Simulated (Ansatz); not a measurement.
CH$_{3}$FGeO (`F[CH]1[O][GeH2]1`). Charge 0, multiplicity 1. The structure was optimised at the PBE0-D4/def2-TZVP level.

```xyz
7

F    -1.726    0.876   -0.492
C    -0.506    0.330   -0.737
O     0.541    1.043   -0.239
Ge    0.425   -0.577    0.681
H    -0.453    0.037   -1.787
H     1.691   -1.400    0.446
H     0.029   -0.310    2.129
```

Q: What is the dipole moment at ωB97M-V/def2-TZVPP? (Estimate.)

A: Ansatz gave: 2.91 D, with components (0.83, -2.73, 0.58) D in this frame, pointing from negative to positive charge.

Q: And with PBE, r2SCAN, B3LYP? (Estimate.)

A: Computed: PBE 2.46 D, r2SCAN 2.55 D, B3LYP 2.80 D.

Q: Give the Mulliken charges with ωB97M-V, B3LYP, PBE in def2-TZVPP. (An estimate is asked.)

A: The calculation gave: 
```json
{"atom": "F1", "ωB97M-V": "-0.19", "B3LYP": "-0.20", "PBE": "-0.16"}
{"atom": "C2", "ωB97M-V": "0.18", "B3LYP": "0.22", "PBE": "0.16"}
{"atom": "O3", "ωB97M-V": "-0.39", "B3LYP": "-0.39", "PBE": "-0.32"}
{"atom": "Ge4", "ωB97M-V": "0.21", "B3LYP": "0.24", "PBE": "0.21"}
{"atom": "H5", "ωB97M-V": "0.11", "B3LYP": "0.10", "PBE": "0.08"}
{"atom": "H6", "ωB97M-V": "0.04", "B3LYP": "0.02", "PBE": "0.01"}
{"atom": "H7", "ωB97M-V": "0.05", "B3LYP": "0.03", "PBE": "0.02"}
```

B3LYP here is the variant with VWN-RPA as its local correlation; programs differ in this.
